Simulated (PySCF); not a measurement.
Species: C5H4O3 (charge -1 and doublet state).
Structure used (PBE0-D3(BJ)/def2-SVP), in Å, numbered top down from 1:
```
atom  x, y, z in Å
O1     2.5358    0.8510    0.2431
C2     1.7305   -0.0910    0.0929
O3     2.2437   -1.3833   -0.0091
C4     0.3297    0.0011    0.0132
C5    -0.5212    1.1321    0.0880
C6    -1.8368    0.6484   -0.0466
C7    -1.7612   -0.7206   -0.1978
O8    -0.4552   -1.1338   -0.1647
H9     3.1883   -1.1982    0.0693
H10   -0.1845    2.1562    0.2279
H11   -2.7572    1.2353   -0.0356
H12   -2.5095   -1.4984   -0.3326
```

The hyperfine couplings belong to this conformer and change with its torsions.

The species is `c1cc([C]([O-])O)oc1` [radical] (charge -1).

Theory: UKS B3LYP, IGLO-III on C O, pcH-1 on H, non-relativistic, mean-field spin-orbit, GIAO (PySCF 2.14.0). Whether the extra electron is bound in the gas phase wasn't checked; a finite basis holds it in any case. Stability of the SCF solution: not tested.

Principal values of hyperfine tensors in MHz (contact and dipolar terms together), for some of the nuclei:

```tsv
atom	isotope	A1	A2	A3
H12	1H	-34.91	-21.63	-11.12
C6	13C	-35.81	-14.87	-14.32
C7	13C	-2.04	-0.23	66.60
H10	1H	-28.43	-19.17	-9.72
O8	17O	-68.13	6.27	7.69
C5	13C	-2.07	-1.20	57.00
C4	13C	-25.92	-23.53	2.10
C2	13C	-16.30	-13.89	56.57
```

Task: Split each tensor into its isotropic and traceless parts, and turn a_iso into mT with g = 2.0037.

Result: a_iso = (A1 + A2 + A3)/3, Ti = Ai − a_iso; 1 mT corresponds to 28.045 MHz.

```csv
atom,a_iso (MHz),a_iso (mT),T1,T2,T3
H12,-22.55,-0.804,-12.36,0.93,11.43
C6,-21.66,-0.773,-14.14,6.80,7.35
C7,21.44,0.765,-23.48,-21.67,45.16
H10,-19.11,-0.681,-9.33,-0.06,9.39
O8,-18.06,-0.644,-50.08,24.33,25.75
C5,17.91,0.638,-19.98,-19.11,39.09
C4,-15.78,-0.563,-10.14,-7.75,17.89
C2,8.79,0.314,-25.09,-22.69,47.77
```

Task: What spin density at the nucleus of C6 lies behind its contact coupling (g_N = 1.40482)?

Result: a_FC = (2μ0/3) gₑ μB g_N μN ρ(0)/(2S·h) = 800.24 MHz × g_N × ρ(0)/(2S), with ρ in bohr⁻³. With a_FC = -21.66 MHz and 2S = 1, ρ(0) = -0.01927 bohr⁻³.

Task: O1 (17O, g_N = -0.75752) isn't in the table. Its spin density at the nucleus is 0.02239 bohr⁻³. What is its contact coupling?

Result: By the same relation, a_FC = -13.57 MHz. Its full tensor has the principal values -62.57, 10.34, 11.52 MHz.

Task: In a single crystal, with the field along each principal axis of the tensor of C6 in turn, what first-order splitting does this nucleus give (isotropic g, quadrupole terms neglected)?

Result: 2 lines (I = 1/2), spaced by |A_i|/(g × 13.996): 1.28, 0.53, 0.51 mT along the axes of A1, A2 and A3.
